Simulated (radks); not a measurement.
Valence configurations of Rh I (all share [Kr]). Calculated with a radial shooting solver on a logarithmic mesh with Libxc functionals: scalar-relativistic Kohn-Sham, BLYP, spin-unpolarised, spherical densities, finite nucleus; Fermi nuclear charge, rms radius 4.4945 fm. Energies are relative to 4d8 5s1; eigenvalues in eV.

valence          E (eV)    e(4d)   e(5p)   e(5s)
4d8.5 5s0.5      -0.566   -4.637       -  -3.871
4d8 5s1           0.000   -5.829       -  -4.319
4d7 5s2           2.353   -8.510       -  -5.265
4d8 5p1           3.630   -7.498  -1.679       -
4d7 5s1 5p1       6.493  -10.096  -2.034  -6.334
4d7 5p2          10.935  -11.440  -2.618       -
4d6 5s2 5p1      11.241  -13.002  -2.430  -7.233
4d6 5s1.5 5p1.5  13.675  -13.677  -2.727  -7.659
4d6 5s1 5p2      16.171  -14.315  -3.002  -8.054
4d6 5p3          21.334  -15.508  -3.507       -

NIST lists [Kr] 4d8 5s1 as the ground configuration; this level of theory puts 4d8.5 5s0.5 lower, by 0.566 eV. The energies are those of spherical spin-averaged densities, not of single terms.
